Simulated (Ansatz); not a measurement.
Z-matrix (Å, degrees):
```
Si
O 1 1.6494
C 2 1.5020 1 70.56
H 3 1.0851 2 112.51 1 114.48
H 3 1.0854 4 113.99 2 -129.24
Si 1 2.2624 2 136.22 3 139.77
H 6 1.5003 1 99.20 2 66.86
H 6 1.5014 7 103.12 1 -99.03
```
Charge 0, multiplicity 1.

The numbers are results of Ansatz (an electronic-structure program) with frozen-core CCSD(T)/cc-pVTZ // B3LYP-D3(BJ)/def2-TZVP, not measurements. The restricted HF reference is unstable towards unrestricted orbitals.

* **HF energy**: -692.88994 Ha
* **MP2 correlation energy**: -0.63799 Ha

Question: Estimate the CCSD correlation energy, the (T) correction, the total energy and the T1 diagnostic.

Answer: 
```
Quantity                        Result
-----------------------  -------------
CCSD correlation energy    -0.67260 Ha
(T) correction             -0.03319 Ha
CCSD(T) total energy     -693.59573 Ha
T1 diagnostic                    0.020
```
